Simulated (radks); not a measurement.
Task: Sr3+, 35 electrons, occupied as [Ar] 3d10 4s2 4p(up 2.5, down 2.5) (fractional occupations, a model configuration). All-electron calculation, scalar-relativistic Kohn-Sham, BLYP, spin-polarised, spherical densities, finite nucleus; Fermi nuclear charge, rms radius 4.224 fm. Program: a radial shooting solver on a logarithmic mesh with Libxc functionals. Some entries of the table are withheld. Estimate them.

orbital  occ.  eigenvalue (hartree)  r(max) (bohr)
1s          2             -586.9350            (1)
2s          2             -80.44074            (2)
2p          6             -71.61425         0.1160
3s          2                   (3)            (4)
3p          6             -10.51656         0.4305
3d         10              -5.81098         0.3761
4s          2                   (5)            (6)
4p          5              -1.83702          1.298

Result: 
(1) 1s r(max) (bohr): 0.02553
(2) 2s r(max) (bohr): 0.1451
(3) 3s eigenvalue (hartree): -13.36471
(4) 3s r(max) (bohr): 0.4357
(5) 4s eigenvalue (hartree): -2.53067
(6) 4s r(max) (bohr): 1.177
